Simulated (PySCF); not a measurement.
C2H5FOSi2, SMILES O=C1C[SiH2][Si@@H]1F.

Coordinates come from a B3LYP-D3(BJ)/def2-SVP optimisation. The structure was generated by enumeration; whether it is a known compound was not checked.

Two levels are set side by side: TDA-PBE/def2-SVPD (PySCF) and TDA-CAM-B3LYP/def2-SVPD (PySCF). Vertical, same geometry. The lowest singlet is HOMO→LUMO 99 % with PBE and HOMO→LUMO 92 % with the other functional; states are paired by order. Differences are taken from unrounded values.

| quantity | TDA-CAM-B3LYP |
|---|---|
| lowest singlet excitation (eV) | 3.04 |
| lowest triplet excitation (TDA) (eV) | 2.44 |
| first bright state (f over 0.05) (eV) | 6.20 |
| its oscillator strength | 0.05 |

Problem. What does TDA-PBE give, and how far is it from TDA-CAM-B3LYP? (The exact figures need the calculation; the answer reports its results.)

Solution. 
| quantity | TDA-PBE | TDA-PBE minus TDA-CAM-B3LYP |
|---|---|---|
| lowest singlet excitation (eV) | 2.68 | -0.36 |
| lowest triplet excitation (TDA) (eV) | 2.14 | -0.30 |
| first bright state (f over 0.05) (eV) | 5.60 | -0.60 |
| its oscillator strength | 0.06 | 0.00 |

A lower first singlet is the usual sign of a functional without exact exchange. Differences between two approximate levels are no errors against the true value.

Rough cost on one machine, each run with all the roots and properties that it gave: TDA-CAM-B3LYP against TDA-PBE about 5 times.
